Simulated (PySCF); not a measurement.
## Calculated data, Al$_{2}$H$_{3}$NO, Al$_{2}$H$_{3}$O$_{2}$, AlH$_{4}$O$_{2}$Si, AlF$_{2}$HO and others

All values are calculated (PySCF 2.14.0). Calculation on a computer-drawn molecule: the log of a Hartree-Fock and frozen-core CCSD(T) single point meant for a local Hartree-Fock minimum, with one planted fault or none, to be diagnosed. Offsets are logged minus clean, where the clean run is the same molecule without the fault. The reference is restricted for singlets and unrestricted otherwise, and also for a bond in bohr or an excited solution. Adding or removing an electron swaps singlet and doublet. The excited solution moves the top pair (singlet) or top alpha electron (doublet) to the lowest empty orbital. Highest occupied and lowest empty are orbital energies over both spins, largest force is the largest gradient component, triples share is (T) over the correlation energy, the T1 limit is 0.02 restricted and 0.045 unrestricted, electrons count all cores, a negative frequency is imaginary (commonest isotopes), and the dipole is about the centre of nuclear charge.

Common to all runs: meant basis cc-pV(D+d)Z; logged SCF converged yes; possible faults no fault, one electron removed, one electron added, multiplicity raised by two, geometry at a saddle point, SCF held on an excited solution, minimal basis STO-3G, one bond length entered in bohr, all coordinates scaled.

```json
{"entry": 1, "formula": "Al2H3NO", "logged_structure": {"atoms_angstrom": [["O", 2.7878, 0.9436, 2.7357], ["Al", 1.6207, -0.1543, 2.1519], ["N", 1.7799, -0.8813, 0.5767], ["Al", 2.1855, -1.3875, -0.9192], ["H", 2.7433, 1.3604, 3.5801], ["H", 0.4104, -0.4544, 3.1291], ["H", 2.5137, -1.9116, -2.3453]]}, "given": {"meant_charge": 0, "meant_multiplicity": 1, "logged_electrons": 44, "logged_basis_functions": 89, "logged_spin_squared": 2.0106, "logged_highest_occupied [eV]": -5.2709, "logged_lowest_empty [eV]": 0.20468, "logged_largest_force [hartree/bohr]": 0.090476, "logged_T1_diagnostic": 0.03008, "logged_D1_diagnostic": 0.16228, "logged_triples_share": 0.022642, "logged_CC_converged": "yes", "logged_dipole_magnitude [debye]": 3.5916, "logged_SCF_stable_within_its_kind": "yes", "logged_energy_HF [hartree]": -614.86463, "logged_energy_CCSD(T) [hartree]": -615.33591, "drawn_bonds_atom": [1, 2, 3, 1, 2, 4], "drawn_bonds_other_atom": [2, 3, 4, 5, 6, 7], "drawn_bonds_order": [1, 1, 2, 1, 1, 1]}, "results": {"planted_fault": "multiplicity raised by two", "HF_energy_offset_from_clean_run [kcal/mol]": 55.24, "CCSD(T)_energy_offset_from_clean_run [kcal/mol]": 85.06}}
{"entry": 2, "formula": "Al2H3O2", "logged_structure": {"atoms_angstrom": [["O", 0.1074, 0.7137, 2.8616], ["Al", -0.5297, 1.2699, 1.4299], ["O", 0.1338, 0.3548, 0.0975], ["Al", 0.9155, -0.6531, -0.8802], ["H", 0.0038, 0.9394, 3.7714], ["H", -1.5477, 2.3918, 1.1022], ["H", 1.6461, -1.6011, -1.8437]]}, "given": {"meant_charge": 1, "meant_multiplicity": 1, "logged_electrons": 45, "logged_basis_functions": 89, "logged_spin_squared": 0.7645, "logged_highest_occupied [eV]": -4.9511, "logged_lowest_empty [eV]": 1.5459, "logged_largest_force [hartree/bohr]": 0.055783, "logged_T1_diagnostic": 0.048201, "logged_D1_diagnostic": 0.29195, "logged_triples_share": 0.023126, "logged_CC_converged": "yes", "logged_dipole_magnitude [debye]": 2.8418, "logged_SCF_stable_within_its_kind": "yes", "logged_energy_HF [hartree]": -635.3886, "logged_energy_CCSD(T) [hartree]": -635.91363, "drawn_bonds_atom": [1, 2, 3, 1, 2, 4], "drawn_bonds_other_atom": [2, 3, 4, 5, 6, 7], "drawn_bonds_order": [1, 1, 1, 1, 1, 1]}, "results": {"planted_fault": "one electron added", "HF_energy_offset_from_clean_run [kcal/mol]": -101.9, "CCSD(T)_energy_offset_from_clean_run [kcal/mol]": -111.9}, "notes": ["T1 above single-reference limit"]}
{"entry": 3, "formula": "AlH4O2Si", "logged_structure": {"atoms_angstrom": [["O", 0.5499, 2.1599, -0.5174], ["Al", 0.2625, 1.0439, 0.7071], ["O", -0.6131, -0.3601, 0.3976], ["Si", -1.4304, -1.7706, 0.2778], ["H", 0.2865, 2.1382, -1.4218], ["H", 0.8261, 1.3422, 2.1314], ["H", -0.7925, -2.646, -0.7388], ["H", -2.8402, -1.5125, -0.1124]]}, "given": {"meant_charge": 0, "meant_multiplicity": 2, "logged_electrons": 46, "logged_basis_functions": 94, "logged_spin_squared": 0.0, "logged_highest_occupied [eV]": -16.604, "logged_lowest_empty [eV]": -6.9211, "logged_largest_force [hartree/bohr]": 0.085522, "logged_T1_diagnostic": 0.021917, "logged_D1_diagnostic": 0.081646, "logged_triples_share": 0.023865, "logged_CC_converged": "yes", "logged_dipole_magnitude [debye]": 9.6213, "logged_SCF_stable_within_its_kind": "yes", "logged_energy_HF [hartree]": -682.74814, "logged_energy_CCSD(T) [hartree]": -683.30994, "drawn_bonds_atom": [1, 2, 3, 1, 2, 4, 4], "drawn_bonds_other_atom": [2, 3, 4, 5, 6, 7, 8], "drawn_bonds_order": [1, 1, 1, 1, 1, 1, 1]}, "results": {"planted_fault": "one electron removed", "HF_energy_offset_from_clean_run [kcal/mol]": 180.6, "CCSD(T)_energy_offset_from_clean_run [kcal/mol]": 178.6}, "notes": ["T1 above single-reference limit"]}
{"entry": 4, "formula": "AlH4O2Si", "logged_structure": {"atoms_angstrom": [["O", 0.5262, 2.067, -0.4952], ["Al", 0.2512, 0.9991, 0.6767], ["O", -0.5868, -0.3446, 0.3805], ["Si", -1.3689, -1.6944, 0.2659], ["H", 0.2742, 2.0462, -1.3607], ["H", 0.7905, 1.2845, 2.0398], ["H", -0.7584, -2.5322, -0.707], ["H", -2.7181, -1.4475, -0.1076]]}, "given": {"meant_charge": 0, "meant_multiplicity": 2, "logged_electrons": 47, "logged_basis_functions": 94, "logged_spin_squared": 0.7531, "logged_highest_occupied [eV]": -8.5157, "logged_lowest_empty [eV]": 2.1848, "logged_largest_force [hartree/bohr]": 0.054429, "logged_T1_diagnostic": 0.014169, "logged_D1_diagnostic": 0.046088, "logged_triples_share": 0.019363, "logged_CC_converged": "yes", "logged_dipole_magnitude [debye]": 0.91815, "logged_SCF_stable_within_its_kind": "yes", "logged_energy_HF [hartree]": -683.01848, "logged_energy_CCSD(T) [hartree]": -683.56999, "drawn_bonds_atom": [1, 2, 3, 1, 2, 4, 4], "drawn_bonds_other_atom": [2, 3, 4, 5, 6, 7, 8], "drawn_bonds_order": [1, 1, 1, 1, 1, 1, 1]}, "results": {"planted_fault": "all coordinates scaled, by -4.3 %", "HF_energy_offset_from_clean_run [kcal/mol]": 10.94, "CCSD(T)_energy_offset_from_clean_run [kcal/mol]": 15.38}}
{"entry": 5, "formula": "AlF2HO", "logged_structure": {"atoms_angstrom": [["O", -0.1728, 0.7935, 2.513], ["Al", -0.1995, 2.4556, 2.5717], ["F", 0.9844, 3.3703, 1.8994], ["F", -1.4348, 3.2267, 3.318], ["H", 0.4637, 0.218, 2.1235]]}, "given": {"meant_charge": 0, "meant_multiplicity": 1, "logged_electrons": 40, "logged_basis_functions": 70, "logged_spin_squared": 0.0, "logged_highest_occupied [eV]": -14.393, "logged_lowest_empty [eV]": 2.1403, "logged_largest_force [hartree/bohr]": 5.1973e-06, "logged_lowest_frequency [cm^-1]": 245.15, "logged_T1_diagnostic": 0.013642, "logged_D1_diagnostic": 0.041995, "logged_triples_share": 0.015401, "logged_CC_converged": "yes", "logged_dipole_magnitude [debye]": 2.3216, "logged_SCF_stable_within_its_kind": "yes", "logged_energy_HF [hartree]": -516.46669, "logged_energy_CCSD(T) [hartree]": -517.10639, "drawn_bonds_atom": [1, 2, 2, 1], "drawn_bonds_other_atom": [2, 3, 4, 5], "drawn_bonds_order": [1, 1, 1, 1]}, "results": {"planted_fault": "no fault", "HF_energy_offset_from_clean_run [kcal/mol]": 0.0, "CCSD(T)_energy_offset_from_clean_run [kcal/mol]": 0.0}}
{"entry": 6, "formula": "Al2H3O", "logged_structure": {"atoms_angstrom": [["O", -0.5398, -1.0915, -0.958], ["Al", -0.3651, 0.5905, -0.9009], ["Al", -0.7768, 2.3103, 1.0536], ["H", -1.0522, -2.3024, 0.2431], ["H", 0.4585, 2.8498, 1.8928], ["H", -2.1263, 3.1461, 1.0878]]}, "given": {"meant_charge": 0, "meant_multiplicity": 2, "logged_electrons": 37, "logged_basis_functions": 75, "logged_spin_squared": 1.6298, "logged_highest_occupied [eV]": -7.9084, "logged_lowest_empty [eV]": 0.056457, "logged_largest_force [hartree/bohr]": 0.024707, "logged_dipole_magnitude [debye]": 2.6586, "logged_SCF_stable_within_its_kind": "yes", "logged_energy_HF [hartree]": -560.31122, "drawn_bonds_atom": [1, 2, 1, 3, 3], "drawn_bonds_other_atom": [2, 3, 4, 5, 6], "drawn_bonds_order": [1, 1, 1, 1, 1]}, "results": {"planted_fault": "one bond length entered in bohr, row 3 of the drawn bonds", "HF_energy_offset_from_clean_run [kcal/mol]": 95.79}, "notes": ["coupled-cluster numbers left out as unreliable"]}
{"entry": 7, "formula": "AlBH5OSi", "logged_structure": {"atoms_angstrom": [["O", 0.511, -3.04, -2.6716], ["Al", 0.263, -2.3222, -1.1642], ["B", 1.3376, -0.8527, -0.0649], ["Si", 0.884, 1.1331, -0.0768], ["H", 1.1784, -2.9471, -3.3303], ["H", 2.074, -1.2547, 0.7989], ["H", 2.1265, 1.8987, -0.3666], ["H", -0.1189, 1.5003, -1.1103], ["H", 0.3586, 1.5842, 1.238]]}, "given": {"meant_charge": 0, "meant_multiplicity": 2, "logged_electrons": 45, "logged_basis_functions": 99, "logged_spin_squared": 1.1111, "logged_highest_occupied [eV]": -6.3864, "logged_lowest_empty [eV]": -0.75375, "logged_largest_force [hartree/bohr]": 0.033582, "logged_dipole_magnitude [debye]": 2.3246, "logged_SCF_stable_within_its_kind": "no", "logged_energy_HF [hartree]": -633.24431, "drawn_bonds_atom": [1, 2, 3, 1, 3, 4, 4, 4], "drawn_bonds_other_atom": [2, 3, 4, 5, 6, 7, 8, 9], "drawn_bonds_order": [1, 1, 1, 1, 1, 1, 1, 1]}, "results": {"planted_fault": "SCF held on an excited solution", "HF_energy_offset_from_clean_run [kcal/mol]": 37.79}, "notes": ["coupled-cluster numbers left out as unreliable"]}
{"entry": 8, "formula": "AlBH5OSi", "logged_structure": {"atoms_angstrom": [["O", 0.511, -3.04, -2.6716], ["Al", 0.263, -2.3222, -1.1642], ["B", 1.3376, -0.8527, -0.0649], ["Si", 0.884, 1.1331, -0.0768], ["H", 1.1784, -2.9471, -3.3303], ["H", 2.074, -1.2547, 0.7989], ["H", 2.1265, 1.8987, -0.3666], ["H", -0.1189, 1.5003, -1.1103], ["H", 0.3586, 1.5842, 1.238]]}, "given": {"meant_charge": 0, "meant_multiplicity": 2, "logged_electrons": 45, "logged_basis_functions": 99, "logged_spin_squared": 3.7696, "logged_highest_occupied [eV]": -7.2879, "logged_lowest_empty [eV]": -1.539, "logged_largest_force [hartree/bohr]": 0.021831, "logged_T1_diagnostic": 0.024609, "logged_D1_diagnostic": 0.12281, "logged_triples_share": 0.026265, "logged_CC_converged": "yes", "logged_dipole_magnitude [debye]": 1.1698, "logged_SCF_stable_within_its_kind": "yes", "logged_energy_HF [hartree]": -633.20957, "logged_energy_CCSD(T) [hartree]": -633.67675, "drawn_bonds_atom": [1, 2, 3, 1, 3, 4, 4, 4], "drawn_bonds_other_atom": [2, 3, 4, 5, 6, 7, 8, 9], "drawn_bonds_order": [1, 1, 1, 1, 1, 1, 1, 1]}, "results": {"planted_fault": "multiplicity raised by two", "HF_energy_offset_from_clean_run [kcal/mol]": 59.59, "CCSD(T)_energy_offset_from_clean_run [kcal/mol]": 68.2}}
{"entry": 9, "formula": "Al2HO", "logged_structure": {"atoms_angstrom": [["O", 2.3256, -3.092, -0.665], ["Al", 2.3225, -1.6993, 0.0446], ["Al", 2.3178, 0.6341, 1.2344], ["H", 2.3149, 2.0145, 1.9384]]}, "given": {"meant_charge": 1, "meant_multiplicity": 1, "logged_electrons": 34, "logged_basis_functions": 65, "logged_spin_squared": 0.0, "logged_highest_occupied [eV]": -9.9743, "logged_lowest_empty [eV]": -12.022, "logged_largest_force [hartree/bohr]": 0.29433, "logged_CC_converged": "no", "logged_dipole_magnitude [debye]": 2.9636, "logged_SCF_stable_within_its_kind": "no", "logged_energy_HF [hartree]": -558.5507, "drawn_bonds_atom": [1, 2, 3], "drawn_bonds_other_atom": [2, 3, 4], "drawn_bonds_order": [2, 1, 1]}, "results": {"planted_fault": "SCF held on an excited solution", "HF_energy_offset_from_clean_run [kcal/mol]": 255.4}, "notes": ["CCSD not converged"]}
{"entry": 10, "formula": "Al3H2O", "logged_structure": {"atoms_angstrom": [["O", 0.581, 3.6779, 0.1496], ["Al", 0.2252, 2.3867, -0.6649], ["Al", 0.1624, 0.0434, -1.7671], ["Al", 2.2495, -1.5829, -1.1479], ["H", -0.8041, -0.7073, -2.7351], ["H", 3.4352, -2.5394, -0.8104]]}, "given": {"meant_charge": 1, "meant_multiplicity": 1, "logged_electrons": 48, "logged_basis_functions": 34, "logged_spin_squared": 0.0, "logged_highest_occupied [eV]": -9.7614, "logged_lowest_empty [eV]": 1.03, "logged_largest_force [hartree/bohr]": 0.032848, "logged_dipole_magnitude [debye]": 9.4198, "logged_SCF_stable_within_its_kind": "yes", "logged_energy_HF [hartree]": -791.79673, "drawn_bonds_atom": [1, 2, 3, 3, 4], "drawn_bonds_other_atom": [2, 3, 4, 5, 6], "drawn_bonds_order": [2, 1, 1, 1, 1]}, "results": {"planted_fault": "minimal basis STO-3G", "HF_energy_offset_from_clean_run [kcal/mol]": 6081}, "notes": ["coupled-cluster numbers left out as unreliable"]}
```
